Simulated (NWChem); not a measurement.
System meant: ZnGeH$_{4}$O; SMILES [OH][Zn][GeH3]

The following NWChem deck was run.

```
start job
memory heap 200 mb stack 900 mb global 1100 mb
geometry units angstroms noautoz
  Zn    -0.308871    -0.908706     0.000353
  O     -0.581443    -2.667197    -0.000898
  H      0.198707    -3.229358     0.004594
  Ge    -0.126788     1.456988     0.002198
  H     -1.358206     2.129346    -0.640616
  H      0.004021     2.026525     1.430665
  H      1.110126     1.937550    -0.786547
end
basis spherical
  Zn library def2-svp
  O library def2-svp
  H library def2-svp
  Ge library def2-svp
end
dft
  xc pbe0
  iterations 4
  mulliken
end
task dft energy
```

End of the output:

```
    Atom       Charge   Shell Charges
 -----------   ------   -------------------------------------------------------
    1 Zn  30    29.42   2.00  2.00  1.95  0.65  0.23  5.99  5.91  0.74  7.76  2.19  0.00
    2 O    8     8.43   1.97  0.90  0.66  2.69  2.20  0.01
    3 H    1     0.95   0.57  0.19  0.19
    4 Ge  32    32.04   2.00  2.00  1.94  0.77  0.39  5.99  5.83  1.47  1.47  7.80  2.03  0.35
    5 H    1     1.05   0.60  0.42  0.03
    6 H    1     1.05   0.60  0.42  0.03
    7 H    1     1.05   0.60  0.42  0.03

 center of mass
 --------------
 x =  -0.00854891 y =   0.09464113 z =   0.00006647

 moments of inertia (a.u.)
 ------------------
        1255.719903713746           0.000000000000           0.000000000000
           0.000000000000          24.694960154114           0.000000000000
           0.000000000000           0.000000000000        1258.275132329283

     Multipole analysis of the density
     ---------------------------------

     L   x y z        total         alpha         beta         nuclear
     -   - - -        -----         -----         ----         -------
     0   0 0 0     -0.000000    -37.000000    -37.000000     74.000000

     1   1 0 0      0.563365      0.281683      0.281683      0.000000
     1   0 1 0      0.110296      0.055148      0.055148      0.000000
     1   0 0 1     -0.002618     -0.001309     -0.001309     -0.000000

     2   2 0 0    -27.717509    -20.456118    -20.456118     13.194727
     2   1 1 0     -3.754004      0.072668      0.072668     -3.899339
     2   1 0 1      0.006374      0.001633      0.001633      0.003109
     2   0 2 0    -34.534756   -327.131709   -327.131709    619.728661
     2   0 1 1      0.010624      0.005779      0.005779     -0.000935
     2   0 0 2    -28.748181    -19.866033    -19.866033     10.983884

 ------------------------------------------------------------------------
 dft energy failed                                                                                  0
 ------------------------------------------------------------------------
 ------------------------------------------------------------------------
  current input line :
    23: task dft energy
 ------------------------------------------------------------------------
 ------------------------------------------------------------------------
 This type of error is most commonly associated with calculations not reaching convergence criteria
 ------------------------------------------------------------------------
 For more information see the NWChem manual at https://nwchemgit.github.io

0:dft energy failed:Received an Error in Communication
```

### Question
Can this run be used? If not, why, and what is the fix?

### Answer
The run did not converge; its last values are not results. Cause: the SCF was allowed too few iterations. This input runs:
```
start job
memory heap 200 mb stack 900 mb global 1100 mb
geometry units angstroms noautoz
  Zn    -0.308871    -0.908706     0.000353
  O     -0.581443    -2.667197    -0.000898
  H      0.198707    -3.229358     0.004594
  Ge    -0.126788     1.456988     0.002198
  H     -1.358206     2.129346    -0.640616
  H      0.004021     2.026525     1.430665
  H      1.110126     1.937550    -0.786547
end
basis spherical
  * library def2-svp
end
dft
  xc pbe0
  iterations 150
  mulliken
end
task dft energy
```
It converges to -3932.87019 Ha (PBE0/def2-SVP).
